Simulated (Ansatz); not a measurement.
`C[N]([AlH2])[AlH2]` + `N=C[SeH]` → `[AlH2]/[N]=C\[SeH]` + `C[NH][AlH2]` at 600 K and 1 bar (ligand exchange at the Al–N bond).

Gas-phase electronic energies from Ansatz, PBE0-D4/def2-TZVP geometries. CCSD(T)/CBS is the MP2 limit (def2-TZVPP, def2-QZVPP) plus CCSD(T) − MP2 in def2-TZVPP, frozen cores. For Se outer-core shells are correlated without core-valence functions, which leaves a few kJ/mol of doubt a bond. Scalar relativity is left out up to krypton. Each species was taken in one conformer, which may not be the lowest.

```csv
species,CCSD(T)/CBS energy (Eh),H − E (kJ/mol),S (J/(mol·K))
`C[N]([AlH2])[AlH2]`,-581.02164,252.1,452.9
`N=C[SeH]`,-2495.22891,137.4,332.7
`[AlH2]/[N]=C\[SeH]`,-2737.86550,164.9,420.9
`C[NH][AlH2]`,-338.38977,225.3,362.9
```

H − E and S are ideal-gas, rigid-rotor, harmonic terms from PBE0-D4/def2-TZVP, for one conformer and one mirror image of each species. 1 Eh = 2625.50 kJ/mol, R = 8.31446 J/(mol·K).

Q: By hand: ΔE, ΔH, ΔS and ΔG.

A: ΔE = (-2737.86550) + (-338.38977) − (-581.02164) − (-2495.22891) = -0.00472 Eh = -12.4 kJ/mol. Δ(H − E) = 164.9 + 225.3 − 252.1 − 137.4 = 0.7, so ΔH = -11.7 kJ/mol. ΔS = 420.9 + 362.9 − 452.9 − 332.7 = -1.8 J/(mol·K). ΔG = -11.7 − 600 × (-1.8)/1000 = -10.6 kJ/mol.

Q: By hand: the equilibrium constant, and the temperature at which ΔG would vanish if ΔH and ΔS stayed fixed.

A: log₁₀ K = −ΔG/(RT ln 10) = 0.9. ΔG = 0 at ΔH/ΔS = 6500 K, far beyond where these terms or the molecules hold.

The number of gas molecules stays the same, so ΔS is small and ΔH decides. A doubt of 5 kJ/mol in ΔE shifts log₁₀ K by 0.4 here. Other conformers and mirror images would add mixing entropy, several J/(mol·K) or more a flexible species. Modes under 60 cm⁻¹, often nearly free rotors, make the harmonic entropy too high. These are equilibria of isolated gas molecules and say nothing of rates. Largest T1 diagnostic: 0.013 (customary marks: 0.02 for closed shells, 0.045 for open ones).
